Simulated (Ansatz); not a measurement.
`CCSS[SiH3]` and `CCS[SiH3]` differ in one atom or group.

Ansatz, PBE0-D4/def2-TZVP geometries, multiplicity 1. Each molecule was computed in one conformer, which needn't be the lowest.

```csv
property,`CCSS[SiH3]`
HOMO energy (PBE/def2-TZVPP) / eV,-5.60
LUMO energy (B3LYP/def2-TZVPP) / eV,-1.01
"ideal-gas entropy at 298 K and 1 bar (rigid rotor, harmonic PBE0-D4/def2-TZVP) / J/(mol·K)",378
HOMO–LUMO gap (PBE0/def2-TZVPP) / eV,5.98
size of the dipole moment (B3LYP/def2-TZVPP) / D,1.73
HOMO energy (B3LYP/def2-TZVPP) / eV,-6.54
```

(1) What does the change do to each property? (An estimate is asked.)

Answers

(1) The calculation gave: 
| property | `CCS[SiH3]` | shift |
| --- | --- | --- |
| HOMO energy (PBE/def2-TZVPP) / eV | -5.70 | -0.10 |
| LUMO energy (B3LYP/def2-TZVPP) / eV | -0.01 | 1.00 |
| ideal-gas entropy at 298 K and 1 bar (rigid rotor, harmonic PBE0-D4/def2-TZVP) / J/(mol·K) | 345 | -33 |
| HOMO–LUMO gap (PBE0/def2-TZVPP) / eV | 7.11 | 1.13 |
| size of the dipole moment (B3LYP/def2-TZVPP) / D | 1.51 | -0.22 |
| HOMO energy (B3LYP/def2-TZVPP) / eV | -6.66 | -0.12 |

With PBE0 the HOMO falls by 0.13 eV and the LUMO rises by 1.00 eV, so the gap widens by about 1.13 eV. PBE moves the HOMO by -0.10 eV and ωB97M-V by -0.18 eV. The zero-point energy changes by -4.8 kJ/mol with -3 modes. Dipoles are sizes alone; their direction can turn. Modes under 60 cm⁻¹, often nearly free rotors, make the harmonic entropy too high.

B3LYP here is the variant with VWN-RPA as its local correlation; programs differ in this.
